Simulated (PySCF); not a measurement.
## Antimony: a sound run and one with changed settings

Sound run: Sb²⁺ [Kr] 4d10 5s2 5p1, Sb³⁺ [Kr] 4d10 5s2. Computed with PySCF 2.14 in x2c-TZVPall, with scalar relativity by spin-free X2C-1e. The sound run starts from symmetry-adapted Hartree-Fock orbitals and uses a fine grid where one is needed.

Changed run: initial guess 1e, at most 3 SCF cycles. This setting is unsound on purpose.

```tsv
species	method	sound run (hartree)	changed run (hartree)	converged
Sb²⁺	UHF	-6477.04877	-6476.97955	no
Sb²⁺	MN15	-6484.05734	-6483.99942	no
Sb²⁺	TPSS	-6479.49201	-6479.45904	no
Sb³⁺	UHF	-6476.16317	-6476.15337	no
Sb³⁺	MN15	-6483.14259	-6483.13198	no
Sb³⁺	TPSS	-6478.58627	-6478.57640	no
```

The SCF was stopped early; the energies are upper bounds that still move, and correlated levels were skipped or rest on poor orbitals.
